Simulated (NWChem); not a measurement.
Everything below was run with NWChem. System: GaO, charge 1, spin multiplicity 3, at the geometry of a parent with another charge or spin, in a state set for the comparison that need not be this species' ground state. Its SCF solution wasn't tested for a lower state. Level: UB3LYP/def2-TZVPD, VWN1-RPA local correlation.

The NWChem input:

```
start mol
memory heap 200 mb stack 900 mb global 1100 mb
charge 1
geometry units angstroms nocenter noautoz
  Ga     0.000000     0.000000     0.351169
  O      0.000000     0.000000    -1.360781
  symmetry group C2v
end
basis spherical
  * library def2-tzvpd
end
dft
  xc b3lyp
  odft
  mult 3
  semidirect memsize 60000000 filesize 0
  iterations 100
end
task dft energy
```

Part of the output:

```
             Northwest Computational Chemistry Package (NWChem) 7.3.0
             --------------------------------------------------------

                                NWChem Input Module
                                -------------------

 Scaling coordinates for geometry "geometry" by  1.889725989
 (inverse scale =  0.529177249)

 Turning off AUTOSYM since
 SYMMETRY directive was detected!

                             Geometry "geometry" -> ""
                             -------------------------

 Output coordinates in angstroms (scale by  1.889725989 to convert to a.u.)

  No.       Tag          Charge          X              Y              Z
 ---- ---------------- ---------- -------------- -------------- --------------
    1 Ga                  31.0000     0.00000000     0.00000000     0.35116900
    2 O                    8.0000     0.00000000     0.00000000    -1.36078100

 Effective nuclear repulsion energy (a.u.)      76.6587562440

            Nuclear Dipole moment (a.u.)
            ----------------------------
        X                 Y               Z
 ---------------- ---------------- ----------------
     0.0000000000     0.0000000000    -0.0000170075

      Symmetry information
      --------------------

 Group name             C2v
 Group number             16
 Group order               4
 No. of unique centers     2

      Symmetry unique atoms

     1    2


 Summary of "ao basis" -> "" (spherical)
 ------------------------------------------------------------------------------
       Tag                 Description            Shells   Functions and Types
 ---------------- ------------------------------  ------  ---------------------
 *                         def2-tzvpd                 on all atoms

                                 NWChem DFT Module
                                 -----------------

 Summary of "ao basis" -> "ao basis" (spherical)
 ------------------------------------------------------------------------------
       Tag                 Description            Shells   Functions and Types
 ---------------- ------------------------------  ------  ---------------------
[...]
    39      0.051568  1 Ga d -1              15     -0.041861  1 Ga py

   alpha - beta orbital overlaps
   -----------------------------

   alpha      1      2      3      4      5      6      7      8      9     10
    beta      1      2      3      4      5      6      7      8      9     10
 overlap   1.000  1.000  1.000  1.000  1.000  1.000  1.000  1.000  1.000  1.000

   alpha     11     12     13     14     15     16     17     18     19     20
    beta     11     12     13     14     15     16     17     19     18     20
 overlap   0.952  0.999  1.000  1.000  1.000  0.951  0.989  0.971  0.999  0.990

   alpha     21     22     23     24     25     26     27     28     29     30
    beta     22     21     23     24     25     26     29     28     27     31
 overlap   0.976  0.999  0.991  0.996  1.000  1.000  0.986  0.994  0.999  0.992

   alpha     31     32     33     34     35     36     37     38     39     40
    beta     30     32     33     34     36     38     35     37     40     39
 overlap   0.999  0.990  0.989  0.994  0.991  0.995  1.000  0.998  0.988  0.996

   alpha     41     42     43     44     45     46     47     48     49     50
    beta     41     42     43     44     46     45     47     49     48     50
 overlap   0.999  1.000  0.999  0.998  0.992  1.000  0.999  0.991  1.000  0.999

   alpha     51     52     53     54     55     56     57     58     59     60
    beta     51     52     53     54     55     56     57     58     59     60
 overlap   0.995  0.994  0.715  0.997  0.714  0.994  0.994  0.995  0.994  0.995

   alpha     61     62     63     64     65     66     67     68     69     70
    beta     61     62     63     65     64     67     66     68     69     70
 overlap   0.999  0.998  1.000  0.997  1.000  1.000  1.000  0.997  1.000  1.000

   alpha     71     72     73     74     75     76     77     78     79     80
    beta     71     72     73     75     74     76     77     78     79     80
 overlap   1.000  1.000  0.999  0.999  1.000  1.000  1.000  1.000  0.998  0.998

   alpha     81     82     83     84     85     86     87     88     89     90
    beta     81     83     82     85     84     87     86     88     90     89
 overlap   0.977  0.990  0.996  0.965  1.000  0.990  0.996  0.987  0.995  1.000

   alpha     91     92     93     94
    beta     92     91     93     94
 overlap   1.000  1.000  0.995  1.000

     --------------------------
     Expectation value of S2:
     --------------------------
      <S2> =      2.0086 (Exact =     2.0000)

 center of mass
 --------------
 x =   0.00000000 y =   0.00000000 z =   0.05427470

 moments of inertia (a.u.)
 ------------------
         135.871917749833           0.000000000000           0.000000000000
           0.000000000000         135.871917749833           0.000000000000
           0.000000000000           0.000000000000           0.000000000000

     Multipole analysis of the density
     ---------------------------------

     L   x y z        total         alpha         beta         nuclear
     -   - - -        -----         -----         ----         -------
     0   0 0 0      1.000000    -20.000000    -18.000000     39.000000

     1   1 0 0     -0.000000     -0.000000     -0.000000      0.000000
     1   0 1 0     -0.000000     -0.000000     -0.000000      0.000000
     1   0 0 1      0.888873      1.458285     -0.569395     -0.000017

     2   2 0 0    -11.121409     -6.865124     -4.256285      0.000000
     2   1 1 0     -0.000000     -0.000000     -0.000000      0.000000
     2   1 0 1      0.000000      0.000000      0.000000      0.000000
     2   0 2 0    -12.143637     -6.879549     -5.264089      0.000000
     2   0 1 1      0.000000      0.000000      0.000000      0.000000
     2   0 0 2    -12.373272    -45.729231    -33.196927     66.552887

 Task  times  cpu:        2.3s     wall:        2.3s

 Total times  cpu:        2.3s     wall:        2.3s
```
